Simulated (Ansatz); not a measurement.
Born–Oppenheimer molecular dynamics of BFH₃In (6 atoms, charge 0, multiplicity 1). It starts at the highest image of a converged band. Of that band: Beside the main top the profile has a ripple of under 15 meV (maxima at images 2, 6), which may be a very shallow well or noise. Neighbouring images differ by up to 2.1 eV, so the band resolves the path poorly. A vibrational analysis at the climbing image gives one clearly imaginary mode, 582i cm⁻¹: a first-order saddle point.

All numbers below come from RHF/def2-SVP (Ansatz 0.2.0).

```
ensemble                      : NVE (velocity Verlet)
time step                     : 0.5 fs
steps asked                   : 200
starting velocities drawn for : 100 K
seed                          : 11188
```

First frame:

```xyz
6
Properties=species:S:1:pos:R:3
B -0.824 0.347 -0.692
In 0.695 -0.826 0.305
F 2.023 -1.963 1.119
H -1.884 0.400 -0.147
H -0.433 1.114 -1.517
H 0.424 0.928 0.932
```

Q: How far do the bonds stretch over the last three quarters of this one trajectory? (Pairs bonded in most of those frames.)

A: 
| bond | mean (Å) | spread (Å) | shortest | longest |
| --- | --- | --- | --- | --- |
| B1–In2 | 2.320 | 0.053 | 2.20 | 2.39 |
| B1–H4 | 1.198 | 0.011 | 1.18 | 1.21 |
| B1–H5 | 1.198 | 0.009 | 1.18 | 1.21 |
| In2–F3 | 1.981 | 0.024 | 1.94 | 2.03 |
| In2–H6 | 1.763 | 0.036 | 1.70 | 1.84 |

Mean temperature of the second half: 1697 K. The conserved energy stayed within 0.019 meV per atom of its start (net change 0.008 meV per atom), so the integration is sound. The system heated up, since it started high on the potential surface and ran downhill. A run of 0.1 ps of so small a system gives no equilibrium averages. The orbitals stay closed-shell, which can raise the energy where a bond breaks towards radicals; this wasn't checked here.

The run took 3.9 min on 1 thread of Arm Neoverse V1 (shared host), peak memory 0.12 GiB.
